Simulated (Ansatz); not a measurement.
Start from `N[CH]([SiH3])[GeH3]` and change one atom or group to get `O[CH]([SiH3])[GeH3]`.

Ansatz, PBE0-D4/def2-TZVP geometries, multiplicity 1. Each molecule was computed in one conformer, which needn't be the lowest.

Scalar relativity is left out up to krypton.

```json
{"property": "LUMO energy (PBE0/def2-TZVPP) / eV", "`N[CH]([SiH3])[GeH3]`": "0.29"}
{"property": "HOMO energy (PBE/def2-TZVPP) / eV", "`N[CH]([SiH3])[GeH3]`": "-5.65"}
{"property": "HOMO–LUMO gap (PBE/def2-TZVPP) / eV", "`N[CH]([SiH3])[GeH3]`": "5.13"}
{"property": "size of the dipole moment (B3LYP/def2-TZVPP) / D", "`N[CH]([SiH3])[GeH3]`": "1.63"}
{"property": "LUMO energy (ωB97M-V/def2-TZVPP) / eV", "`N[CH]([SiH3])[GeH3]`": "1.86"}
{"property": "size of the dipole moment (PBE/def2-TZVPP) / D", "`N[CH]([SiH3])[GeH3]`": "1.64"}
```

Task: Give the same properties after the change, and the shifts. (Estimate.)

Result: Computed: 
```csv
property,`O[CH]([SiH3])[GeH3]`,shift
LUMO energy (PBE0/def2-TZVPP) / eV,0.16,-0.13
HOMO energy (PBE/def2-TZVPP) / eV,-6.24,-0.59
HOMO–LUMO gap (PBE/def2-TZVPP) / eV,5.56,0.43
size of the dipole moment (B3LYP/def2-TZVPP) / D,1.37,-0.26
LUMO energy (ωB97M-V/def2-TZVPP) / eV,1.75,-0.11
size of the dipole moment (PBE/def2-TZVPP) / D,1.31,-0.33
```

With PBE0 the HOMO falls by 0.62 eV and the LUMO falls by 0.13 eV, so the gap widens by about 0.49 eV. PBE moves the HOMO by -0.59 eV and ωB97M-V by -0.54 eV. Dipoles are sizes alone; their direction can turn.

B3LYP here is the variant with VWN-RPA as its local correlation; programs differ in this.
